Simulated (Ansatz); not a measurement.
`NB1C[SiH2]1` + PH₃ → `PB1C[SiH2]1` + NH₃ at 298.15 K and 1 bar (ligand exchange at a B–N bond).

Gas-phase electronic energies from Ansatz, PBE0-D4/def2-TZVP geometries. CBS: MP2 limit from def2 TZ/QZ plus the TZ coupled-cluster correction, frozen cores. This one scheme is used for every species. One conformer a species, not always the lowest.

| species | CCSD(T)/CBS energy (Eh) | H − E (kJ/mol) | S (J/(mol·K)) |
| --- | --- | --- | --- |
| `NB1C[SiH2]1` | -410.22783 | 208.7 | 312.4 |
| PH₃ | -342.72256 | 73.1 | 210.2 |
| `PB1C[SiH2]1` | -696.40651 | 185.7 | 328.9 |
| NH₃ | -56.50880 | 100.5 | 192.4 |

H − E and S are ideal-gas, rigid-rotor, harmonic terms from PBE0-D4/def2-TZVP, for one conformer and one mirror image of each species. 1 Eh = 2625.50 kJ/mol, R = 8.31446 J/(mol·K).

Task: By hand: ΔE, ΔH, ΔS and ΔG.

Result: ΔE = (-696.40651) + (-56.50880) − (-410.22783) − (-342.72256) = 0.03508 Eh = 92.1 kJ/mol. Δ(H − E) = 185.7 + 100.5 − 208.7 − 73.1 = 4.4, so ΔH = 96.5 kJ/mol. ΔS = 328.9 + 192.4 − 312.4 − 210.2 = -1.3 J/(mol·K). ΔG = 96.5 − 298.15 × (-1.3)/1000 = 96.9 kJ/mol.

Task: By hand: the equilibrium constant, and the temperature at which ΔG would vanish if ΔH and ΔS stayed fixed.

Result: log₁₀ K = −ΔG/(RT ln 10) = -17.0. ΔH and −TΔS have one sign here, so there is no such temperature.

The number of gas molecules stays the same, so ΔS is small and ΔH decides. A doubt of 5 kJ/mol in ΔE shifts log₁₀ K by 0.9 here. Other conformers and mirror images would add mixing entropy, several J/(mol·K) or more a flexible species. These are equilibria of isolated gas molecules and say nothing of rates. Largest T1 diagnostic: 0.017 (customary marks: 0.02 for closed shells, 0.045 for open ones).

ΔS is within the doubt of such terms, so its sign, and with it that verdict, could turn.
